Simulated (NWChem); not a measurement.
The numbers come from NWChem runs, not from measurements. System: bromine monochloride (BrCl), charge 0, spin multiplicity 1, at a geometry optimised with B3LYP/def2-SVP. Level: MP2/def2-TZVP, 14 core orbitals frozen.

Input file:

```
start mol
memory heap 200 mb stack 900 mb global 1100 mb
geometry units angstroms nocenter noautoz
  Cl     0.000000     0.000000     1.477578
  Br     0.000000     0.000000    -0.717681
  symmetry group C2v
end
basis spherical
  * library def2-tzvp
end
scf
  rhf
  nopen 0
  maxiter 100
  thresh 1e-7
  semidirect memsize 60000000 filesize 0
end
mp2
  freeze core 14
end
task mp2 energy
```

Output (cleaned and shortened):

```
             Northwest Computational Chemistry Package (NWChem) 7.3.0
             --------------------------------------------------------

                                NWChem Input Module
                                -------------------

 Scaling coordinates for geometry "geometry" by  1.889725989
 (inverse scale =  0.529177249)

 Turning off AUTOSYM since
 SYMMETRY directive was detected!

                             Geometry "geometry" -> ""
                             -------------------------

 Output coordinates in angstroms (scale by  1.889725989 to convert to a.u.)

  No.       Tag          Charge          X              Y              Z
 ---- ---------------- ---------- -------------- -------------- --------------
    1 Cl                  17.0000     0.00000000     0.00000000     1.47757800
    2 Br                  35.0000     0.00000000     0.00000000    -0.71768100

 Effective nuclear repulsion energy (a.u.)     143.4274785594

            Nuclear Dipole moment (a.u.)
            ----------------------------
        X                 Y               Z
 ---------------- ---------------- ----------------
     0.0000000000     0.0000000000    -0.0000170075

      Symmetry information
      --------------------

 Group name             C2v
 Group number             16
 Group order               4
 No. of unique centers     2

      Symmetry unique atoms

     1    2


 Summary of "ao basis" -> "" (spherical)
 ------------------------------------------------------------------------------
       Tag                 Description            Shells   Functions and Types
 ---------------- ------------------------------  ------  ---------------------
 *                         def2-tzvp                  on all atoms

 Summary of "ao basis" -> "ao basis" (spherical)
 ------------------------------------------------------------------------------
       Tag                 Description            Shells   Functions and Types
 ---------------- ------------------------------  ------  ---------------------
 Cl                        def2-tzvp                13       37   5s5p2d1f
 Br                        def2-tzvp                16       48   6s5p4d1f

                                 NWChem SCF Module
                                 -----------------

  ao basis        = "ao basis"
  functions       =    85
  atoms           =     2
  closed shells   =    26
  open shells     =     0
  charge          =   0.00
  wavefunction    = RHF
  use symmetry    = T
  symmetry adapt  = T

 Summary of "ao basis" -> "ao basis" (spherical)
 ------------------------------------------------------------------------------
       Tag                 Description            Shells   Functions and Types
 ---------------- ------------------------------  ------  ---------------------
 Cl                        def2-tzvp                13       37   5s5p2d1f
 Br                        def2-tzvp                16       48   6s5p4d1f

      Symmetry analysis of basis
      --------------------------

        a1         37
        a2          8
        b1         20
        b2         20

 Forming initial guess at       0.1s

      Superposition of Atomic Density Guess
      -------------------------------------

 Sum of atomic energies:       -3031.87668868

      Non-variational initial energy
      ------------------------------

 Total energy =   -3031.922275
 1-e energy   =   -4503.534318
 2-e energy   =    1328.184564
 HOMO         =      -0.341143
 LUMO         =      -0.142664

      Symmetry analysis of molecular orbitals - initial
      -------------------------------------------------

 !! scf_movecs_sym_adapt:   56 vectors were symmetry contaminated

  Symmetry fudging

 !! scf_movecs_sym_adapt:   52 vectors were symmetry contaminated

  Numbering of irreducible representations:

     1 a1          2 a2          3 b1          4 b2

  Orbital symmetries:

     1 a1          2 a1          3 a1          4 a1          5 b1
     6 b2          7 a1          8 a1          9 a1         10 b2
    11 b1         12 a1         13 b2         14 b1         15 a1
    16 b1         17 b2         18 a1         19 a2         20 a1
    21 a1         22 a1         23 b1         24 b2         25 b2
    26 b1         27 a1         28 a1         29 b2         30 b1
    31 a1         32 b2         33 b1         34 a1         35 a2
    36 b1

 Starting SCF solution at       2.1s

 ----------------------------------------------
         Quadratically convergent ROHF

 Convergence threshold     :          1.000E-07
 Maximum no. of iterations :          100
 Final Fock-matrix accuracy:          1.000E-09
 ----------------------------------------------

              iter       energy          gnorm     gmax       time
             ----- ------------------- --------- --------- --------
                 1    -3031.8855685379  4.56D-01  1.45D-01      2.1
                 2    -3031.8991021437  1.30D-01  3.20D-02      2.2
                 3    -3031.9004049238  9.00D-03  2.93D-03      2.3
                 4    -3031.9004126259  2.90D-05  1.31D-05      2.3
                 5    -3031.9004126260  2.65D-09  1.22D-09      2.5

       Final RHF  results
       ------------------

         Total SCF energy =  -3031.900412626026
      One-electron energy =  -4502.784131701867
      Two-electron energy =   1327.456240516446
 Nuclear repulsion energy =    143.427478559396

        Time for solution =      0.4s

       Symmetry analysis of molecular orbitals - final
       -----------------------------------------------

  Numbering of irreducible representations:

     1 a1          2 a2          3 b1          4 b2

  Orbital symmetries:

     1 a1          2 a1          3 a1          4 a1          5 b1
     6 b2          7 a1          8 a1          9 a1         10 b1
    11 b2         12 a1         13 b1         14 b2         15 a1
    16 b1         17 b2         18 a1         19 a2         20 a1
    21 a1         22 a1         23 b2         24 b1         25 b2
    26 b1         27 a1         28 a1         29 b2         30 b1
    31 a1         32 b2         33 b1         34 a1         35 a2
    36 b2

             Final eigenvalues
             -----------------

              1
    1 -490.0801
    2 -104.8832
    3  -65.2209
    4  -58.5769
    5  -58.5742
    6  -58.5742
    7  -10.6078
    8   -9.8931
    9   -8.0745
   10   -8.0724
   11   -8.0724
   12   -7.5074
   13   -7.4960
   14   -7.4960
   15   -3.2512
   16   -3.2459
   17   -3.2459
   18   -3.2314
   19   -3.2314
   20   -1.1508
   21   -0.9794
   22   -0.5554
   23   -0.5319
   24   -0.5319
   25   -0.4259
   26   -0.4259
   27    0.0041
   28    0.3172
   29    0.3577
   30    0.3577
   31    0.3712
   32    0.4043
   33    0.4043
   34    0.4256
   35    0.4256
   36    0.5012

                       ROHF Final Molecular Orbital Analysis
                       -------------------------------------

 Vector   24  Occ=2.000000D+00  E=-5.318980D-01  Symmetry=b1
              MO Center= -1.4D-15, -2.8D-30,  7.4D-01, r^2= 2.1D+00
   Bfn.  Coefficient  Atom+Function         Bfn.  Coefficient  Atom+Function
  ----- ------------  ---------------      ----- ------------  ---------------
    15      0.449209  1 Cl px                53      0.307573  2 Br px
    18      0.257243  1 Cl px                12      0.204055  1 Cl px
    47     -0.197713  2 Br px                50      0.173393  2 Br px
     6     -0.161883  1 Cl px

 Vector   25  Occ=2.000000D+00  E=-4.258623D-01  Symmetry=b2
              MO Center= -6.4D-30,  9.2D-16, -2.8D-03, r^2= 2.6D+00
   Bfn.  Coefficient  Atom+Function         Bfn.  Coefficient  Atom+Function
  ----- ------------  ---------------      ----- ------------  ---------------
    54      0.471868  2 Br py                16     -0.339300  1 Cl py
    48     -0.301217  2 Br py                51      0.272370  2 Br py
    57      0.267734  2 Br py                19     -0.247444  1 Cl py
    13     -0.162497  1 Cl py

 Vector   26  Occ=2.000000D+00  E=-4.258623D-01  Symmetry=b1
              MO Center= -1.1D-15, -4.6D-30, -2.8D-03, r^2= 2.6D+00
   Bfn.  Coefficient  Atom+Function         Bfn.  Coefficient  Atom+Function
  ----- ------------  ---------------      ----- ------------  ---------------
    53      0.471868  2 Br px                15     -0.339300  1 Cl px
    47     -0.301217  2 Br px                50      0.272370  2 Br px
    56      0.267734  2 Br px                18     -0.247444  1 Cl px
    12     -0.162497  1 Cl px

 Vector   27  Occ=0.000000D+00  E= 4.116507D-03  Symmetry=a1
              MO Center=  3.4D-15,  7.2D-16,  1.2D-01, r^2= 3.6D+00
   Bfn.  Coefficient  Atom+Function         Bfn.  Coefficient  Atom+Function
  ----- ------------  ---------------      ----- ------------  ---------------
    58      0.604311  2 Br pz                20      0.564097  1 Cl pz
     5     -0.399602  1 Cl s                 55      0.388796  2 Br pz
    43      0.364462  2 Br s                 17      0.338265  1 Cl pz
    49     -0.250024  2 Br pz                52      0.224410  2 Br pz
    14      0.174429  1 Cl pz

 Vector   28  Occ=0.000000D+00  E= 3.171869D-01  Symmetry=a1
              MO Center= -9.4D-15, -5.6D-15, -1.0D+00, r^2= 4.7D+00
   Bfn.  Coefficient  Atom+Function         Bfn.  Coefficient  Atom+Function
  ----- ------------  ---------------      ----- ------------  ---------------
    58      1.721871  2 Br pz                55     -1.090825  2 Br pz
     5     -0.684139  1 Cl s                 43      0.330792  2 Br s
    20      0.270807  1 Cl pz                28     -0.231388  1 Cl d  0
    49      0.180611  2 Br pz

 Vector   29  Occ=0.000000D+00  E= 3.577475D-01  Symmetry=b2
              MO Center= -1.2D-28, -8.7D-15, -8.9D-01, r^2= 4.4D+00
   Bfn.  Coefficient  Atom+Function         Bfn.  Coefficient  Atom+Function
  ----- ------------  ---------------      ----- ------------  ---------------
    57      1.424144  2 Br py                54     -1.164993  2 Br py
    75     -0.301804  2 Br d -1              48      0.174160  2 Br py

 center of mass
 --------------
 x =   0.00000000 y =   0.00000000 z =  -0.09351718

 moments of inertia (a.u.)
 ------------------
         418.622298661705           0.000000000000           0.000000000000
           0.000000000000         418.622298661705           0.000000000000
           0.000000000000           0.000000000000           0.000000000000

  Mulliken analysis of the total density
  --------------------------------------

    Atom       Charge   Shell Charges
 -----------   ------   -------------------------------------------------------
    1 Cl  17    17.09   2.01  0.45  1.52  1.12  0.87  4.18  1.69  1.04  2.79  1.36  0.01  0.05  0.00
    2 Br  35    34.91   2.00  2.00  1.16  0.78  1.03  0.98  6.00  5.94  1.20  2.70  1.03  8.99  1.02  0.00  0.06  0.01

       Multipole analysis of the density wrt the origin
       ------------------------------------------------

     L   x y z        total         open         nuclear
     -   - - -        -----         ----         -------
     0   0 0 0     -0.000000      0.000000     52.000000

     1   1 0 0     -0.000000      0.000000      0.000000
     1   0 1 0      0.000000      0.000000      0.000000
     1   0 0 1     -0.233366      0.000000     -0.000017

     2   2 0 0    -23.410030      0.000000      0.000000
     2   1 1 0      0.000000      0.000000      0.000000
     2   1 0 1      0.000000      0.000000      0.000000
     2   0 2 0    -23.410030      0.000000      0.000000
     2   0 1 1      0.000000      0.000000      0.000000
     2   0 0 2    -20.385375      0.000000    196.916826

                   NWChem MP2 Semi-direct Energy/Gradient Module
                   ---------------------------------------------

  Basis functions       =     85
  Molecular orbitals    =     85
  Frozen core           =     14
  Frozen virtuals       =      0
  Active alpha occupied =     12
  Active beta occupied  =     12
  Active alpha virtual  =     59
  Active beta virtual   =     59
  Use MO symmetry       = T
  Use skeleton AO sym   = T

  AO/Fock/Back tols     =   1.0D-09  1.0D-09  1.0D-09

 GA uses MA = F    GA memory limited = T

 Available:
  local mem=  1.26D+08
 global mem=  1.44D+08
 local disk=  0.00D+00
  mp2_memr nvloc                    59
  nvloc new                    59
   1 passes of  12:        4194304                      50124                   8572437.
   1 passes of  12: M    126144119           G      144164750           F     121949815.

 Semi-direct pass number   1 of   1  for RHF alpha+beta  at        2.6s
  vrange nnbf                  3556
  mp2_eaftype                    32  avail_ma_in_mb                  1099
 EAF : mp2_eaftype filesize          32    4286218.
  mp2_eaf for mointskh                     32
Node 0 wrote     20.1 Mb in      0.0 s     Agg I/O rate:   560.9 Mb/s
 Done moints_semi at        8.0s
  mp2_eaftype                    32  avail_ma_in_mb                  1067
 EAF : mp2_eaftype filesize          32    4286218.
  mp2_eaf for kh                    32
 Done maket at        8.2s
 Done multipass loop at        8.2s

          -------------------------------------------
          SCF energy               -3031.900412626026
          Correlation energy          -0.460555751304
          Singlet pairs               -0.266892452639
          Triplet pairs               -0.193663298665
          Total MP2 energy         -3032.360968377330
          -------------------------------------------

          ---------------------------------------------------
                    Spin Component Scaled (SCS) MP2
          Same spin pairs                     -0.129108865777
          Same spin scaling factor             0.333333333333
          Opposite spin pairs                 -0.331446885528
          Opposite spin scaling fact.          1.200000000000
          SCS-MP2 correlation energy          -0.440772551225
          Total SCS-MP2 energy             -3032.341185177251
          ---------------------------------------------------

 -----------------------
 Performance information
 -----------------------

 Timer overhead =  1.37D-07 seconds/call

               Nr. of calls         CPU time (s)                 Wall time (s)                GFlops
             ---------------    -------------------     ------------------------------   -------------------
Name         Min   Avg   Max    Min     Avg     Max     Min     Avg     Max   Mx/calls   Min     Max     Sum
mp2: moin     1     1     1    5.4     5.4     5.4      5.4     5.4     5.4     5.4      0.0     0.0     0.0
mp2: make     1     1     1   0.16    0.16    0.16     0.16    0.16    0.16    0.16      0.0     0.0     0.0
mp2: tota     1     1     1    5.6     5.6     5.6      5.6     5.6     5.6     5.6      0.0     0.0     0.0

 The average no. of pstat calls per process was 3.00D+00
 with a timing overhead of 4.12D-07s

 Task  times  cpu:        8.1s     wall:        8.1s

 Total times  cpu:        8.2s     wall:        8.2s
```
